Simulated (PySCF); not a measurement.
C3H7BF2, SMILES CC(B(F)F)C.

Geometry: PBE0-D3(BJ)/def2-SVP. Other conformers were not sampled.

The numbers are results of PBE/def2-TZVP (PySCF), not measurements.

The molecule is in vacuum.

```json
{
  "total_energy": "-342.94104 hartree",
  "point_group": "Cs",
  "highest_occupied_level": "-7.47 eV",
  "lowest_empty_level": "-0.84 eV",
  "orbital_gap": "6.63 eV",
  "dipole_moment": "1.50 D",
  "quadrupole, principal values (traceless, Buckingham form, about the centre of nuclear charge)": "-2.45, -1.75, 4.20 D·Å",
  "mean_static_polarisability": "51.8 bohr³ (7.67 Å³)",
  "polarisability_principal_values": "45.2, 54.3, 55.7 bohr³"
}
```
